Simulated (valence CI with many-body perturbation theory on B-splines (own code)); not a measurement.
**E1 transitions of As26+**

Calculated by configuration interaction combined with many-body perturbation theory (CI+MBPT): five valence electrons over a frozen Dirac-Fock core [He], a basis of 11 s, 11 p, 10 d, 8 f, 5 g, 2 h functions for each j, with the one-electron correlation potential Σ1, the two-electron term Σ2, the three-electron term Σ3, Breit, model QED; selected CI, second order for the rest, scaled by the run's own slope (own B-spline code, finite nucleus).

The last digits are not significant, and no measured levels were compared; by estimate large intervals hold to a few tenths of a per cent, small ones and those within an open d or f shell to about a per cent. Among the levels kept, up to 5300 cm⁻¹ of a level comes from second order outside the variational space, and about a tenth of that is noise between levels of different J, which matters for small intervals.

Lines 101 to 150 of 600 in falling wavelength, among levels below 1880.9 eV, chosen from the strongest by gf and those to the six lowest levels. Wavelengths and rates use the calculated energies. Electric multipoles are in the length gauge with retardation, E1 and E2 with the static RPA response of the core. Weak lines are less certain than strong ones. Lines between different terms over intervals too small for the method are left out, as are lines whose strength nearly cancels. Where a level lies close to another of its J and parity, the split of strength between their lines is uncertain. The highest levels of a list are the least certain.

Levels are named by their leading jj configuration (3d3/2^4 stands for four electrons in 3d with j = 3/2), which in mixed levels can hold well under half, so a name can repeat and another be missing. Letters in brackets count levels of one name in rising energy.

| λ vac (nm) | Upper | Lower | A (s⁻¹) | log gf | Branch % |
| --- | --- | --- | --- | --- | --- |
| 26.48 | (2s^2 2p1/2 2p3/2 3p1/2) J=3/2 [b] | (2s^2 2p1/2 2p3/2 3s) J=5/2 | 5.32e+09 | -0.65 | 0.9 |
| 26.47 | (2s^2 2p1/2 2p3/2 3d3/2) J=5/2 [b] | (2s^2 2p1/2 2p3/2 3p1/2) J=3/2 [b] | 1.70e+09 | -0.97 | 0.0 |
| 26.44 | (2s 2p1/2 2p3/2^2 3d3/2) J=7/2 [c] | (2s 2p1/2 2p3/2^2 3p3/2) J=5/2 [c] | 2.37e+09 | -0.70 | 0.0 |
| 26.44 | (2s 2p1/2 2p3/2^2 3p3/2) J=5/2 [d] | (2s 2p1/2 2p3/2^2 3s) J=3/2 [c] | 3.94e+09 | -0.61 | 0.1 |
| 26.40 | (2s 2p1/2 2p3/2^2 3p3/2) J=5/2 [a] | (2s 2p1/2 2p3/2^2 3s) J=5/2 [a] | 1.60e+09 | -1.00 | 0.0 |
| 26.31 | (2s 2p1/2^2 2p3/2 3p3/2) J=7/2 | (2s 2p1/2^2 2p3/2 3s) J=5/2 | 7.06e+09 | -0.23 | 2.3 |
| 26.23 | (2s 2p1/2^2 2p3/2 3d3/2) J=5/2 [a] | (2s 2p1/2^2 2p3/2 3p1/2) J=5/2 | 3.07e+09 | -0.72 | 0.2 |
| 26.22 | (2s 2p1/2^2 2p3/2 3d5/2) J=5/2 [a] | (2s 2p1/2^2 2p3/2 3p3/2) J=3/2 [a] | 3.80e+09 | -0.63 | 0.0 |
| 26.20 | (2s^2 2p1/2 2p3/2 3d5/2) J=3/2 [a] | (2s^2 2p1/2 2p3/2 3p3/2) J=1/2 [a] | 3.29e+09 | -0.87 | 0.0 |
| 26.20 | (2s 2p1/2^2 2p3/2 3p3/2) J=5/2 [b] | (2s 2p1/2^2 2p3/2 3s) J=3/2 [b] | 4.03e+09 | -0.60 | 0.1 |
| 26.19 | (2s 2p1/2 2p3/2^2 3d5/2) J=9/2 [b] | (2s 2p1/2 2p3/2^2 3p1/2) J=7/2 | 2.47e+09 | -0.59 | 14.4 |
| 26.17 | (2s 2p1/2 2p3/2^2 3p3/2) J=5/2 [c] | (2s 2p1/2 2p3/2^2 3s) J=3/2 [b] | 4.45e+09 | -0.56 | 0.1 |
| 26.14 | (2s 2p1/2 2p3/2^2 3p3/2) J=7/2 [b] | (2s 2p1/2 2p3/2^2 3s) J=7/2 | 2.28e+09 | -0.73 | 0.0 |
| 26.13 | (2s 2p1/2 2p3/2^2 3d3/2) J=5/2 [c] | (2s 2p1/2 2p3/2^2 3p1/2) J=3/2 [d] | 3.25e+09 | -0.70 | 0.0 |
| 26.12 | (2s 2p1/2^2 2p3/2 3d3/2) J=7/2 [a] | (2s 2p1/2^2 2p3/2 3p1/2) J=5/2 | 3.72e+09 | -0.52 | 0.9 |
| 26.11 | (2s^2 2p3/2^2 3d3/2) J=5/2 | (2s^2 2p3/2^2 3p1/2) J=5/2 | 2.38e+09 | -0.84 | 0.0 |
| 26.11 | (2s 2p1/2 2p3/2^2 3p3/2) J=3/2 [f] | (2s 2p1/2 2p3/2^2 3s) J=1/2 [c] | 3.66e+09 | -0.82 | 0.1 |
| 26.00 | (2s^2 2p1/2 2p3/2 3p3/2) J=3/2 [b] | (2s^2 2p1/2 2p3/2 3s) J=3/2 [b] | 4.08e+09 | -0.78 | 1.7 |
| 25.82 | (2s 2p1/2 2p3/2^2 3d5/2) J=5/2 [f] | (2s 2p1/2 2p3/2^2 3p3/2) J=3/2 [d] | 2.53e+09 | -0.82 | 0.0 |
| 25.80 | (2s 2p1/2^2 2p3/2 3d5/2) J=1/2 | (2s 2p1/2^2 2p3/2 3p3/2) J=1/2 [a] | 4.46e+09 | -1.05 | 0.0 |
| 25.66 | (2s 2p1/2 2p3/2^2 3d3/2) J=3/2 [f] | (2s 2p1/2 2p3/2^2 3p1/2) J=3/2 [d] | 2.26e+09 | -1.05 | 0.0 |
| 25.64 | (2s 2p1/2 2p3/2^2 3d5/2) J=5/2 [c] | (2s 2p1/2 2p3/2^2 3p1/2) J=3/2 [b] | 3.31e+09 | -0.71 | 0.0 |
| 25.61 | (2s 2p3/2^3 3d3/2) J=3/2 | (2s 2p3/2^3 3p1/2) J=3/2 [a] | 2.33e+09 | -1.04 | 0.0 |
| 25.58 | (2s 2p1/2^2 2p3/2 3p3/2) J=3/2 [b] | (2s 2p1/2^2 2p3/2 3s) J=3/2 [b] | 2.25e+09 | -1.06 | 0.0 |
| 25.49 | (2s 2p1/2^2 2p3/2 3d3/2) J=1/2 [a] | (2s 2p1/2^2 2p3/2 3p1/2) J=3/2 [a] | 5.88e+09 | -0.94 | 0.7 |
| 25.48 | (2s 2p1/2^2 2p3/2 3d3/2) J=5/2 [a] | (2s 2p1/2^2 2p3/2 3p1/2) J=3/2 [a] | 2.11e+09 | -0.91 | 0.1 |
| 25.48 | (2s^2 2p1/2 2p3/2 3d3/2) J=3/2 [b] | (2s^2 2p1/2 2p3/2 3p1/2) J=3/2 [b] | 3.28e+09 | -0.89 | 0.0 |
| 25.47 | (2s 2p1/2^2 2p3/2 3d3/2) J=3/2 [a] | (2s 2p1/2^2 2p3/2 3p1/2) J=3/2 [a] | 4.23e+09 | -0.78 | 0.2 |
| 25.43 | (2s 2p1/2^2 2p3/2 3d3/2) J=7/2 [b] | (2s 2p1/2^2 2p3/2 3p3/2) J=5/2 [a] | 4.97e+09 | -0.41 | 0.0 |
| 25.41 | (2s 2p1/2 2p3/2^2 3p3/2) J=3/2 [a] | (2s 2p1/2 2p3/2^2 3s) J=3/2 [a] | 4.24e+09 | -0.78 | 0.0 |
| 25.36 | (2s^2 2p1/2^2 3p3/2) J=3/2 | (2s^2 2p1/2^2 3s) J=1/2 | 6.83e+09 | -0.58 | 7.1 |
| 25.32 | (2s 2p1/2^2 2p3/2 3d5/2) J=3/2 [a] | (2s 2p1/2^2 2p3/2 3p3/2) J=3/2 [a] | 3.14e+09 | -0.92 | 0.0 |
| 25.30 | (2s 2p1/2 2p3/2^2 3p1/2) J=7/2 | (2s 2p1/2 2p3/2^2 3s) J=5/2 [a] | 2.07e+09 | -0.80 | 0.0 |
| 25.22 | (2s 2p3/2^3 3d5/2) J=7/2 | (2s 2p3/2^3 3p1/2) J=5/2 | 2.51e+09 | -0.72 | 0.2 |
| 25.21 | (2s 2p1/2 2p3/2^2 3p3/2) J=3/2 [c] | (2s 2p1/2 2p3/2^2 3s) J=1/2 [a] | 5.70e+09 | -0.66 | 0.1 |
| 25.16 | (2s 2p1/2 2p3/2^2 3p3/2) J=3/2 [e] | (2s 2p1/2 2p3/2^2 3s) J=3/2 [c] | 6.59e+09 | -0.60 | 0.1 |
| 25.16 | (2s 2p1/2 2p3/2^2 3p1/2) J=5/2 [b] | (2s 2p1/2 2p3/2^2 3s) J=7/2 | 5.54e+09 | -0.50 | 0.1 |
| 25.10 | (2s 2p1/2 2p3/2^2 3d3/2) J=5/2 [a] | (2s 2p1/2 2p3/2^2 3p1/2) J=3/2 [a] | 1.98e+09 | -0.95 | 0.0 |
| 25.07 | (2s^2 2p1/2 2p3/2 3d5/2) J=5/2 [b] | (2s^2 2p1/2 2p3/2 3p3/2) J=3/2 [b] | 4.73e+09 | -0.57 | 0.0 |
| 25.03 | (2s 2p1/2^2 2p3/2 3d3/2) J=3/2 [b] | (2s 2p1/2^2 2p3/2 3p1/2) J=1/2 | 2.95e+09 | -0.96 | 0.0 |
| 25.02 | (2s 2p3/2^3 3d3/2) J=5/2 | (2s 2p3/2^3 3p1/2) J=3/2 [a] | 1.78e+09 | -1.00 | 0.0 |
| 24.91 | (2s^2 2p3/2^2 3p3/2) J=3/2 [b] | (2s^2 2p3/2^2 3s) J=1/2 | 6.37e+09 | -0.63 | 2.6 |
| 24.80 | (2s 2p3/2^3 3p3/2) J=5/2 [a] | (2s 2p3/2^3 3s) J=5/2 | 6.49e+09 | -0.45 | 0.6 |
| 24.79 | (2s 2p1/2^2 2p3/2 3p3/2) J=3/2 [b] | (2s 2p1/2^2 2p3/2 3s) J=1/2 | 4.25e+09 | -0.81 | 0.1 |
| 24.78 | (2s 2p1/2 2p3/2^2 3d3/2) J=7/2 [a] | (2s 2p1/2^2 2p3/2 3p3/2) J=5/2 [b] | 1.76e+09 | -0.89 | 0.2 |
| 24.66 | (2s^2 2p1/2 2p3/2 3d3/2) J=1/2 [b] | (2s^2 2p1/2 2p3/2 3p1/2) J=3/2 [b] | 5.16e+09 | -1.03 | 0.0 |
| 24.64 | (2s 2p1/2 2p3/2^2 3d3/2) J=3/2 [d] | (2s 2p1/2 2p3/2^2 3p1/2) J=1/2 [b] | 2.36e+09 | -1.07 | 0.0 |
| 24.53 | (2s 2p1/2 2p3/2^2 3p3/2) J=5/2 [b] | (2s 2p1/2 2p3/2^2 3s) J=5/2 [b] | 6.56e+09 | -0.45 | 0.0 |
| 24.53 | (2s 2p1/2^2 2p3/2 3d3/2) J=5/2 [b] | (2s 2p1/2^2 2p3/2 3p1/2) J=3/2 [b] | 4.27e+09 | -0.64 | 1.3 |
| 24.52 | (2s 2p1/2 2p3/2^2 3d5/2) J=3/2 [d] | (2s 2p1/2 2p3/2^2 3p1/2) J=1/2 [c] | 2.81e+09 | -0.99 | 0.0 |
